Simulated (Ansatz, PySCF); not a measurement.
This PySCF input computes a PBE/def2-TZVPD energy:

```python
from pyscf import gto, scf, dft

mol = gto.M(
    atom='''
    Si   -0.13787063   -0.07998322    0.00730338
    F     0.25878282   -0.10208609   -1.62908327
    C    -1.59006674   -0.84013768    0.61141655
    C     1.46419382   -0.83553323    0.70827019
    C    -0.08787494    1.80223066    0.29642646
    H    -1.64825189   -1.91985398    0.74007185
    H    -2.56315789   -0.36495765    0.49730019
    H     1.43511707   -1.92573711    0.61440985
    H     1.57671761   -0.59988683    1.76952098
    H     2.35199730   -0.47874324    0.17610715
    H     0.02786011    2.03241948    1.35852935
    H    -1.02573828    2.25652306   -0.03858175
    H     0.72908652    2.27941771   -0.25453462
    ''',
    basis='def2-tzvpd',
    charge=-1,
    spin=0,
    verbose=4,
)

mf = dft.RKS(mol, xc='pbe').density_fit(auxbasis='def2-universal-jkfit')
mf.grids.level = 3
mf.conv_tol = 1e-9
mf.max_cycle = 100
mf.max_memory = 1500
mf.kernel()
if not mf.converged:
    mf = mf.newton()
    mf.kernel(mf.make_rdm1())
mf.analyze()
```

Problem. Write an input for the same energy in Ansatz (a first-principles code) and say what it gives.

Solution. 
Ansatz 0.2 input:
```yaml
crystal:
  periodic: [false, false, false]
  atoms:
    - {symbol: Si, position_ang: [-0.13787063, -0.07998322, 0.00730338]}
    - {symbol: F, position_ang: [0.25878282, -0.10208609, -1.62908327]}
    - {symbol: C, position_ang: [-1.59006674, -0.84013768, 0.61141655]}
    - {symbol: C, position_ang: [1.46419382, -0.83553323, 0.70827019]}
    - {symbol: C, position_ang: [-0.08787494, 1.80223066, 0.29642646]}
    - {symbol: H, position_ang: [-1.64825189, -1.91985398, 0.74007185]}
    - {symbol: H, position_ang: [-2.56315789, -0.36495765, 0.49730019]}
    - {symbol: H, position_ang: [1.43511707, -1.92573711, 0.61440985]}
    - {symbol: H, position_ang: [1.57671761, -0.59988683, 1.76952098]}
    - {symbol: H, position_ang: [2.35199730, -0.47874324, 0.17610715]}
    - {symbol: H, position_ang: [0.02786011, 2.03241948, 1.35852935]}
    - {symbol: H, position_ang: [-1.02573828, 2.25652306, -0.03858175]}
    - {symbol: H, position_ang: [0.72908652, 2.27941771, -0.25453462]}
basis:
  gaussian:
    orbitals: def2-TZVPD
hamiltonian:
  xc: {name: PBE}
total_charge: -1
output: {forces: true}
```
It gives -508.23453 Eh, and PySCF -508.23467 Eh, a difference of 0.14 mEh, from the treatment of integrals and grids.

It need not be the lowest isomer of its formula. Whether it binds its extra electron was not tested at this geometry.
